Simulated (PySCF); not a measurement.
## Electron correlation in As (arsenic, neutral)

[Ar] 3d10 4s2 4p2 5s1, high-spin 4P determinant (an excited configuration). Calculation: PySCF 2.14, in x2c-TZVPPall with one added diffuse shell each of s, p, d type (7s6p5d1f, 57 functions); the spin-free X2C one-electron Hamiltonian (Gaussian nucleus). Frozen: [Ne]; 23 electrons correlated.

| level | correlation energy (mhartree) |
| --- | --- |
| CCSD | -315.07 |
| (T) | -8.20 |
| CCSD(T) | -323.27 |

Diagnostics: T1 = 0.0070, D1 = 0.0306, largest double amplitude 0.079.

Q: Is a single reference adequate?

A: Mostly. T1 lies below 0.03, but a double amplitude of this size points to a near-degeneracy that CCSD handles and MP2 describes poorly.

This basis was not built for core-valence correlation, so the inner-shell part is incomplete.
